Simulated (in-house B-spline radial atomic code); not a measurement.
Cr. Computed with a B-spline radial atomic code. Model: non-relativistic spherical atom: semilocal Troullier-Martins pseudo-atom, one channel per l, against all electrons, high spin, G0W0 and RPA with empty states to l = 8, local potential for every l without a channel, a model core (radius 0 = none) keeps its share of the functional.

The core holds an angular momentum without a channel of its own, so the local potential lets valence electrons into it.

What the tables leave out is listed at the end.

The pseudopotential gives back the lowest level of each angular momentum of its own functional in the configuration it was made in; a second state of the same l is only approximately right. Exact exchange, RPA and GW see the smooth pseudo-orbitals and miss the exchange with the core, for which the functional's share stands in. The column with an uncorrelated core keeps all orbitals and exact exchange, and so separates missing core correlation from pseudisation. Only the three outermost levels and the lowest empty one were computed. RPA here is direct RPA, with no exchange kernel, and its energies carry an (l + 1/2)⁻⁴ tail. A hybrid on a potential with a model core restores only its own semilocal share of the core's exchange.

Command:
```bash
python run_psgw.py task.json out
```
Settings (lengths in bohr, energies in hartree):
```
Z                      24
electrons              24
configuration          [Ar] 3d5 4s1
generated_in           [Ar] 3d5 4s1
functional             pbe,pbe
core_shells            5
radius_factor          0.9
core_correction        False
ion_configuration      [Ar] 3d5
```

Cost of the run: 53 s on 1 thread of Arm Neoverse N1, with other jobs on the host.

Given: made with PBE; model core radius 0 bohr; local radius 2.212 bohr; mean-field start Hartree-Fock.

Valence shells of the generating configuration: 4s, 3d.

Channel: s 2.508, d 2.16 (radii in bohr).

Computed: largest level miss in the spin-unpolarised generating configuration 0 eV; all-electron RPA polarisability, core included 34.084 bohr³; pseudo-atom RPA polarisability 33.738 bohr³; ionisation by mean-field all-electron 5.9017 eV; ionisation by mean-field pseudo minus all 0.726 eV; ionisation by RPA all-electron 6.7917 eV; ionisation by RPA pseudo minus all 1.354 eV.

| level | occupied | mean-field all-electron (eV) | mean-field pseudo minus all (eV) | G0W0 all-electron (eV) | G0W0 uncorrelated core minus all (eV) | G0W0 pseudo minus all (eV) | exchange self-energy all-electron (eV) | exchange self-energy pseudo (eV) |
| --- | --- | --- | --- | --- | --- | --- | --- | --- |
| 4s up | 1 | -6.0422 | -0.826 | -6.815 | 0.075 | -1.288 | -8.7077 | -9.2465 |
| 3d up | 1 | -10.169 | 2.072 | -9.1246 | 0.215 | 1 | -33.629 | -20.827 |

Problem. What is the valence RPA correlation energy all-electron orbitals?

Solution. -0.169 hartree.

Problem. What is the valence RPA correlation energy pseudo?

Solution. -0.32287 hartree.

Among the listed levels the largest G0W0 shift of the pseudo-atom is -1.29 eV, for 4s up on the Hartree-Fock start, while leaving the core uncorrelated moves that level by +0.07 eV. So pseudisation and the lost core exchange, not the missing core correlation, make the error. Not in the tables (levels of low weight, unsolved or above zero; the highest and the empty levels are kept at any weight): the PBE start was refused, since an empty level lay at or below an occupied one; the PBE0 start was refused, since an empty level lay at or below an occupied one.
